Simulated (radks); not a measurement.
Values are calculated unless marked as measured or tabulated.
Species: the tin ion Sn5+. Configuration: [Kr] 4d9.

Level of theory: scalar-relativistic Kohn-Sham, PBE, spin-polarised, spherical densities, finite nucleus; open shells are filled with parallel spins first (spin-orbit coupling, left out, can overturn this in heavy ions); Fermi nuclear charge, rms radius 4.6519 fm (a radial shooting solver on a logarithmic mesh with Libxc functionals).

Energy parts (hartree):
part                        energy
total                  -6170.80384
kinetic                 6442.75262
electron-nucleus      -14816.69487
Hartree                 2366.00105
exchange-correlation    -162.86264

Orbitals (lengths in bohr, moments of r in powers of bohr):
| orbital | occ. | eigenvalue (hartree) | <r> |
|---|---|---|---|
| 1s up | 1 | -1068.578 | 0.02906 |
| 1s down | 1 | -1068.578 | 0.02906 |
| 2s up | 1 | -163.3442 | 0.1255 |
| 2s down | 1 | -163.3340 | 0.1255 |
| 2p up | 3 | -146.8831 | 0.1096 |
| 2p down | 3 | -146.8753 | 0.1096 |
| 3s up | 1 | -33.42607 | 0.3393 |
| 3s down | 1 | -33.42116 | 0.3393 |
| 3p up | 3 | -28.04658 | 0.3376 |
| 3p down | 3 | -28.04094 | 0.3376 |
| 3d up | 5 | -19.76727 | 0.3145 |
| 3d down | 5 | -19.75834 | 0.3144 |
| 4s up | 1 | -7.24234 | 0.8133 |
| 4s down | 1 | -7.20750 | 0.8132 |
| 4p up | 3 | -5.60234 | 0.8750 |
| 4p down | 3 | -5.56718 | 0.8751 |
| 4d up | 5 | -3.19848 | 1.035 |
| 4d down | 4 | -3.16476 | 1.037 |
| 4f up | 0 | -1.09394 | 2.064 |
| 4f down | 0 | -1.07730 | 2.103 |
| 5s up | 0 | -2.20315 | 1.922 |
| 5s down | 0 | -2.18810 | 1.929 |
| 5p up | 0 | -1.78821 | 2.161 |
| 5p down | 0 | -1.77621 | 2.169 |

The highest occupied level is 4d down at -86.118 eV. Spin moment in Bohr magnetons: 1. For comparison, the ionisation energy in NIST's Atomic Spectra Database is 94 eV (theoretical). In exact Kohn-Sham theory the highest level is minus the ionisation energy, but local and semilocal functionals leave it too shallow, through self-interaction and a potential that decays too fast; potentials with the right tail come closer. Summed over all electrons, <r^2> = 20.35 bohr^2, which gives a Langevin (diamagnetic) susceptibility term of -16.1 x 10^-6 cm^3/mol. The electron density at the nucleus is 1.965e+05 e/bohr^3 (large components only). The spin density at the nucleus is -0.9811 e/bohr^3 (1s -0.0383, 2s -0.6466, 3s 0.1741, 4s -0.4702).

Run on one thread of a shared host, so times are rough (Arm Neoverse V2): 0.19 s of CPU time, 0.19 s wall, 15 iterations on 2189 mesh points.
